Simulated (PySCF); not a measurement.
Compound: C₈H₁₂P (charge +1).
Numbering: `[CH3:1]/[CH:2]=[CH:3]\[PH+:4]1[CH:5]=[CH:6][CH2:7][CH:8]=[CH:9]1` (hydrogens: H10, H11, H12 on C1; H13 on C2; H14 on C3; H15 on P4; H16 on C5; H17 on C6; H18, H19 on C7; H20 on C8; H21 on C9)
Bond orders are those of one Lewis drawing.

Method: PySCF 2.14.0, PBE0-D3(BJ)/def2-SVP geometry optimisation, gas phase; density fitting, grid level 1; the optimiser is geomeTRIC in internal coordinates, started from a GFN2-xTB structure.

Step 6: E = -17750.6959 eV
```
atom  x, y, z in Å  |  force x, y, z in eV/Å
C1      3.6375   -0.3177    0.4229    0.036   0.063  -0.066
C2      2.8987    0.3928   -0.6502   -0.005  -0.009   0.124
C3      1.5822    0.6542   -0.7304    0.008  -0.046  -0.092
P4      0.3372    0.1828    0.4503   -0.038   0.079  -0.001
C5     -0.5085   -1.3207    0.0167    0.026   0.016  -0.028
C6     -1.8287   -1.3254   -0.2200   -0.039  -0.014   0.020
C7     -2.7624   -0.1709   -0.1168    0.082   0.023  -0.021
C8     -2.2015    1.1506    0.2776   -0.056  -0.013  -0.001
C9     -0.9212    1.4338    0.5581    0.046  -0.035   0.021
H10     4.4506    0.3235    0.8009   -0.008  -0.017   0.018
H11     3.0154   -0.6366    1.2694    0.011  -0.014   0.005
H12     4.1309   -1.2075   -0.0012    0.002  -0.019   0.010
H13     3.5137    0.7493   -1.4869   -0.028  -0.005   0.000
H14     1.1707    1.1661   -1.6072    0.003   0.012   0.001
H15     0.9604    0.0297    1.7093    0.009  -0.017  -0.007
H16     0.0957   -2.2258   -0.0952   -0.014   0.004   0.003
H17    -2.2882   -2.2746   -0.5192    0.010   0.000   0.010
H18    -3.2921   -0.0563   -1.0822   -0.021  -0.004   0.013
H19    -3.5755   -0.4346    0.5860   -0.018  -0.002  -0.005
H20    -2.9289    1.9683    0.3404    0.011   0.002   0.007
H21    -0.6052    2.4424    0.8409   -0.015  -0.003  -0.011
```

Step 7: E = -17750.6999 eV
```
atom  x, y, z in Å  |  force x, y, z in eV/Å
C1      3.6936   -0.1445    0.4813   -0.001  -0.041   0.005
C2      2.8920    0.3655   -0.6559    0.032   0.100  -0.122
C3      1.5596    0.4967   -0.7876   -0.018  -0.089   0.020
P4      0.3332    0.0594    0.4222    0.020   0.039   0.082
C5     -0.5954   -1.3862   -0.0321   -0.012   0.003  -0.047
C6     -1.9147   -1.3116   -0.2669    0.011  -0.064   0.007
C7     -2.7803   -0.1095   -0.1374   -0.010  -0.013   0.009
C8     -2.1551    1.1557    0.3310   -0.026   0.073   0.024
C9     -0.8616    1.3596    0.6228    0.003  -0.030   0.014
H10     4.4475    0.6029    0.7776   -0.022   0.000  -0.009
H11     3.1080   -0.4237    1.3661    0.005  -0.002   0.021
H12     4.2625   -1.0305    0.1522    0.006   0.012   0.012
H13     3.4786    0.6813   -1.5296   -0.004  -0.014   0.026
H14     1.1223    0.8723   -1.7206    0.060   0.007   0.025
H15     1.0046   -0.1725    1.6460   -0.049   0.010  -0.049
H16    -0.0431   -2.3222   -0.1596   -0.019   0.015  -0.003
H17    -2.4263   -2.2284   -0.5833    0.009   0.013   0.010
H18    -3.2798    0.0774   -1.1085   -0.002  -0.004   0.019
H19    -3.6274   -0.3547    0.5328    0.014   0.008  -0.021
H20    -2.8413    2.0032    0.4481    0.019  -0.013  -0.004
H21    -0.4964    2.3329    0.9644   -0.016  -0.008  -0.020
```

**Question.** Estimate the geometry and energy of step 8. (The exact step hangs on the optimiser's Hessian estimate; all steps are aligned on step 7, rigid shifts and turns removed.)

**Answer.** E = -17750.7017 eV, largest force 0.064 eV/Å
```
atom  x, y, z in Å  |  force x, y, z in eV/Å
C1      3.7021   -0.1359    0.4848    0.018  -0.040   0.015
C2      2.9017    0.3656   -0.6570   -0.017   0.034  -0.013
C3      1.5677    0.4812   -0.7890   -0.041  -0.009  -0.027
P4      0.3305    0.0528    0.4150    0.053  -0.008   0.036
C5     -0.6046   -1.3875   -0.0434   -0.006  -0.017  -0.032
C6     -1.9252   -1.3122   -0.2684    0.020  -0.001   0.020
C7     -2.7862   -0.1068   -0.1325   -0.050  -0.011   0.007
C8     -2.1574    1.1582    0.3329    0.019  -0.010   0.008
C9     -0.8611    1.3548    0.6182    0.010   0.030   0.007
H10     4.4440    0.6210    0.7856   -0.002   0.008  -0.005
H11     3.1167   -0.4222    1.3680   -0.009   0.005   0.001
H12     4.2847   -1.0149    0.1610    0.005   0.016   0.004
H13     3.4869    0.6858   -1.5295   -0.003  -0.015   0.016
H14     1.1371    0.8571   -1.7241    0.018   0.005   0.003
H15     0.9965   -0.1857    1.6386   -0.033   0.004  -0.012
H16    -0.0569   -2.3255   -0.1727   -0.001   0.005  -0.008
H17    -2.4403   -2.2285   -0.5798    0.001   0.012   0.002
H18    -3.2930    0.0809   -1.0992    0.000  -0.001   0.005
H19    -3.6301   -0.3501    0.5419    0.009   0.003  -0.010
H20    -2.8390    2.0082    0.4545    0.009  -0.012  -0.005
H21    -0.4933    2.3272    0.9583    0.000   0.002  -0.013
```

The energy changes by -0.0019 eV. The first-order estimate −F·Δx gives -0.0034 eV and the mean of the old and new forces, exact on a quadratic surface, -0.0019 eV. The step makes an angle of 79° with the force vector and moves no atom by more than 0.028 Å.

What follows is the cost of the whole optimisation. The run took 7.5 min on an Arm Neoverse N1 with one thread, no GPU (shared host), and the process peaked at 0.81 GiB of memory.
